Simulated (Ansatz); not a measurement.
`NBBr` + `OCF` → `NBOCF` + HBr  (ligand exchange at a B–Br bond)

Calculated with Ansatz (gas phase, PBE0-D4/def2-TZVP geometries, no zero-point term in ΔE). CCSD(T)/CBS is the MP2 limit (def2-TZVPP, def2-QZVPP) plus CCSD(T) − MP2 in def2-TZVPP, frozen cores. For Br outer-core shells are correlated without core-valence functions, which leaves a few kJ/mol of doubt a bond. Scalar relativity is left out up to krypton. One conformer a species, not always the lowest.

```json
{"species": "`NBBr`", "CCSD(T)/CBS(def2) energy (Eh)": "-2654.70322"}
{"species": "`OCF`", "CCSD(T)/CBS(def2) energy (Eh)": "-214.81254"}
{"species": "`NBOCF`", "CCSD(T)/CBS(def2) energy (Eh)": "-295.60719"}
{"species": "HBr", "CCSD(T)/CBS(def2) energy (Eh)": "-2573.91920"}
```

Q: Work out ΔE.

A: ΔE = (-295.60719) + (-2573.91920) − (-2654.70322) − (-214.81254) = -0.01063 Eh = -27.9 kJ/mol.

Largest T1 diagnostic among the species: 0.012.

In def2-TZVPP, CCSD(T) changes the Hartree–Fock value by +6.3 kJ/mol (the triples alone add +1.4 kJ/mol) and MP2 by +11.3 kJ/mol.
